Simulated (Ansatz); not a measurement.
Cost and result up the ladder for n-SiGeGeSiH10 (Si₂Ge₂H₁₀) (14 atoms). Total charge 0; singlet. Geometry: PBE-D4/def2-SVP.

Cartesian coordinates in Å:
```
Ge -0.686 -0.500 0.877
Ge 0.726 0.490 -0.855
Si -1.240 1.107 2.562
Si 1.210 -1.098 -2.579
H -2.000 2.247 1.941
H 0.026 1.647 3.172
H -2.082 0.496 3.650
H -1.982 -1.053 0.218
H 0.065 -1.708 1.508
H 2.044 0.996 -0.202
H -0.001 1.727 -1.453
H -0.077 -1.552 -3.216
H 2.097 -0.505 -3.643
H 1.900 -2.295 -1.981
```

Ansatz on 4 threads of Intel Xeon on a shared host. Times are rough, and most runs start from the orbitals of an earlier one. PBE0-D4/def2-TZVP serves as the yardstick here, not as an exact answer. Differences are given only for rows in sets of like size (and for xTB, whose basis is part of the method), since another set adds its own error. Binding counts from free atoms at the same level (Ge triplet, Si triplet, H doublet; other spins of the atoms weren't run), without zero-point energy or a counterpoise term.

LC-ωPBE has ω = 0.4 bohr⁻¹. B3LYP takes the VWN-RPA correlation. HSE06 is defined as in plane-wave codes, on full-range PBE exchange. Correlated methods freeze 28 core orbitals; core or outer-core shells of Ge are correlated, in sets that lack core-valence functions. The rows differ in basis, and correlated rows in double-zeta sets carry the largest basis error.

Correlated methods converge slowly with the basis, most of all in double-zeta sets.

```tsv
level	functions	wall time
PBE-D4/def2-SVP	150	1.2 s
PBE0-D4/def2-SVP	150	2.2 s
PBE-D4/def2-TZVP (with forces)	230	2.8 s
LC-ωPBE/def2-TZVP	230	3 s
B3LYP-D4/def2-TZVP	230	3.3 s
HSE06-D4/def2-TZVP	230	3.7 s
MP2/def2-TZVP	230	3.8 s
r2SCAN-D4/def2-TZVP	230	4 s
PBE0-D4/def2-TZVP	230	4.2 s
CCSD(T)/def2-SVP	150	16 s
```

(1) Estimate what each level gives for the binding energy per atom (eV).

Results:

(1) 
| level | binding energy per atom (eV) | difference from PBE0-D4/def2-TZVP (eV) |
| --- | --- | --- |
| PBE-D4/def2-SVP | 2.79 | – |
| PBE0-D4/def2-SVP | 2.79 | – |
| PBE-D4/def2-TZVP (with forces) | 2.79 | -0.01 |
| LC-ωPBE/def2-TZVP | 2.79 | -0.01 |
| B3LYP-D4/def2-TZVP | 2.83 | 0.03 |
| HSE06-D4/def2-TZVP | 2.80 | 0.00 |
| MP2/def2-TZVP | 2.69 | -0.11 |
| r2SCAN-D4/def2-TZVP | 2.84 | 0.04 |
| PBE0-D4/def2-TZVP | 2.80 | 0.00 |
| CCSD(T)/def2-SVP | 2.66 | – |
